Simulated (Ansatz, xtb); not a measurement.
**Relaxing a trial structure of BFH4NSi+**

The starting geometry of this gas-phase triplet was built from a drawn formula by distance geometry and a force field; its bonds are those of `B[NH2+][Si]F`.

| atom | x (Å) | y (Å) | z (Å) |
| --- | --- | --- | --- |
| B | -1.0891 | -1.2820 | -0.2988 |
| F | 0.2017 | 1.8077 | -2.7907 |
| N | -0.8135 | 0.1603 | -0.6694 |
| Si | -0.0826 | 0.1664 | -2.3443 |
| H | -2.1096 | -1.6404 | -0.0664 |
| H | -0.1734 | -2.0653 | -0.1872 |
| H | -0.1177 | 0.6040 | 0.0157 |
| H | -1.7263 | 0.7084 | -0.7158 |

Predict what it relaxes into with r2SCAN-D4/def2-SVP.

A new bond forms, giving a structure given below by its coordinates. Contacts that close: B1–Si4 (2.70 → 2.05 Å).

The energy falls by 1.17 eV over 18 steps:

| step | E − E(last) (eV) |
| --- | --- |
| 1 | 1.174 |
| 3 | 0.733 |
| 5 | 0.428 |
| 7 | 0.171 |
| 9 | 0.049 |
| 10 | 0.037 |
| 12 | 0.021 |
| 14 | 0.002 |
| 16 | 0.000 |
| 18 | 0.000 |

Final geometry (Å):

| atom | x (Å) | y (Å) | z (Å) |
| --- | --- | --- | --- |
| B | -1.1083 | -1.0852 | -0.6172 |
| F | -0.3525 | 0.8795 | -3.0754 |
| N | -0.7298 | 0.3775 | -0.2882 |
| Si | 0.1360 | -0.0623 | -1.8788 |
| H | -2.1985 | -1.5627 | -0.6386 |
| H | -0.0305 | -1.7098 | -0.7810 |
| H | -0.1290 | 0.5605 | 0.5289 |
| H | -1.4979 | 1.0616 | -0.3066 |

From the same start GFN2-xTB reaches the same bonding as this run.

The end wasn't checked by frequencies. Open shells are spin-unrestricted. The triplet needn't be the ground state. Run with Ansatz 0.2.0, 87 s on 2 threads of Arm Neoverse V2, on a shared host.
